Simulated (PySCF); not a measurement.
Radial density of F (fluorine, neutral)

PBE, [He] 2s2 2p5, 2P determinant. All numbers are calculated (PySCF 2.14, no relativity, point nucleus, in 6-31G* (3s2p1d, 14 functions)).

```csv
r (bohr),4πr²ρ (e/bohr),4πr²(ρα − ρβ)
0.00322,0.05394,0.0000
0.00541,0.1489,0.0001
0.00910,0.3971,0.0001
0.0153,0.9995,0.0004
0.0258,2.352,0.0010
0.0433,4.853,0.0026
0.0729,8.150,0.0083
0.123,9.661,0.0370
0.206,6.906,0.1609
0.347,4.068,0.4681
0.583,5.769,0.8706
0.981,5.478,0.7482
1.65,1.869,0.2420
2.78,0.1913,0.0264
4.67,5.710e-05,0.0000
```
